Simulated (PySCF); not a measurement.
**Working out the ionisation energy of O⁺**

O⁺ [He] 2s2 2p3 (4S) → O²⁺ [He] 2s2 2p2 (3P). Calculation: PySCF 2.14, in aug-cc-pwCVTZ (7s6p4d2f, 59 functions); the non-relativistic Hamiltonian (point nucleus). Frozen: 1s2. Energies in hartree (1 hartree = 27.21139 eV):

```tsv
part	O⁺ (lower)	O²⁺ (upper)
UHF	-74.370995	-73.101087
CCSD correlation	-0.117265	-0.100383
(T)	-0.001801	-0.001411
```

Question: What does Hartree-Fock give?

Answer: (-73.101087) − (-74.370995) = 1.269908 hartree = 34.556 eV.

Question: What do CCSD and CCSD(T) give?

Answer: The CCSD correlation energies differ by 0.016882 hartree = 0.459 eV and the triples by 0.000390 hartree = 0.011 eV, so CCSD gives 35.015 eV and CCSD(T) 35.026 eV.

A first-order spin-orbit estimate adds -0.026 eV to CCSD(T) (valence), giving 35.000 eV against 35.121 eV (measured; NIST Atomic Spectra Database, ionization energies).

What remains against the reference includes basis incompleteness, the frozen core and higher excitations.
